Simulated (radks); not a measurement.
Cd5+, 43 electrons, occupied as [Ar] 3d9 4s2 4p6 4d8 (not the ground configuration). Method: scalar-relativistic Kohn-Sham, BLYP, spin-polarised, spherical densities, finite nucleus; open shells are filled with parallel spins first (spin-orbit coupling, left out, can overturn this in heavy ions); Fermi nuclear charge, rms radius 4.6087 fm; computed with a radial shooting solver on a logarithmic mesh with Libxc functionals.

Normalised radial functions P(r) = r R(r), r in bohr:

r,4s down,4p up,4p down
0.001547,0.0750,0.0019,0.0019
0.001759,0.0836,0.0024,0.0024
0.001999,0.0931,0.0030,0.0030
0.002272,0.1035,0.0038,0.0038
0.002582,0.1148,0.0047,0.0047
0.002958,0.1279,0.0060,0.0060
0.003362,0.1411,0.0075,0.0075
0.003821,0.1553,0.0095,0.0094
0.004343,0.1702,0.0119,0.0118
0.004936,0.1859,0.0148,0.0148
0.00561,0.2020,0.0186,0.0186
0.006428,0.2193,0.0235,0.0235
0.007306,0.2354,0.0294,0.0293
0.008303,0.2507,0.0365,0.0365
0.009437,0.2646,0.0454,0.0453
0.01073,0.2762,0.0561,0.0561
0.01229,0.2849,0.0701,0.0700
0.01397,0.2884,0.0860,0.0859
0.01587,0.2860,0.1050,0.1048
0.01804,0.2761,0.1274,0.1272
0.0205,0.2573,0.1534,0.1532
0.02349,0.2256,0.1852,0.1850
0.0267,0.1836,0.2190,0.2187
0.03035,0.1289,0.2560,0.2556
0.03449,0.0613,0.2953,0.2948
0.0392,-0.0182,0.3352,0.3347
0.04491,-0.1129,0.3758,0.3753
0.05104,-0.2071,0.4088,0.4082
0.05801,-0.2996,0.4325,0.4318
0.06593,-0.3819,0.4417,0.4410
0.07494,-0.4436,0.4309,0.4302
0.08517,-0.4734,0.3944,0.3938
0.09758,-0.4580,0.3224,0.3218
0.1109,-0.3905,0.2206,0.2201
0.126,-0.2684,0.0868,0.0865
0.1433,-0.0963,-0.0727,-0.0728
0.1628,0.1118,-0.2463,-0.2461
0.1865,0.3453,-0.4259,-0.4254
0.212,0.5421,-0.5661,-0.5655
0.241,0.6786,-0.6526,-0.6520
0.2739,0.7205,-0.6622,-0.6618
0.3113,0.6437,-0.5787,-0.5787
0.3566,0.4265,-0.3843,-0.3849
0.4053,0.1137,-0.1150,-0.1162
0.4606,-0.2621,0.2086,0.2069
0.5236,-0.6436,0.5448,0.5428
0.595,-0.9698,0.8469,0.8447
0.6817,-1.1995,1.0833,1.0810
0.7748,-1.2760,1.1953,1.1932
0.8806,-1.2184,1.1914,1.1899
1.001,-1.0564,1.0864,1.0859
1.138,-0.8358,0.9116,0.9122
1.293,-0.6037,0.7048,0.7066
1.481,-0.3854,0.4891,0.4919
1.684,-0.2279,0.3164,0.3195
1.913,-0.1208,0.1858,0.1887
2.175,-0.0568,0.0982,0.1004
2.472,-0.0234,0.0461,0.0476
2.832,-0.0077,0.0179,0.0186
3.218,-0.0023,0.0062,0.0066
3.658,-0.0005,0.0018,0.0019

4s down: eigenvalue -182.34 eV, 3 radial nodes at r = 0.0381, 0.152, 0.422 bohr, <r> = 0.852 bohr, 90 % of the charge inside 1.23 bohr. 4p up: eigenvalue -144.04 eV, 2 radial nodes at r = 0.135, 0.425 bohr, <r> = 0.914 bohr, 90 % of the charge inside 1.34 bohr. 4p down: eigenvalue -141.82 eV, 2 radial nodes at r = 0.135, 0.425 bohr, <r> = 0.916 bohr, 90 % of the charge inside 1.34 bohr.
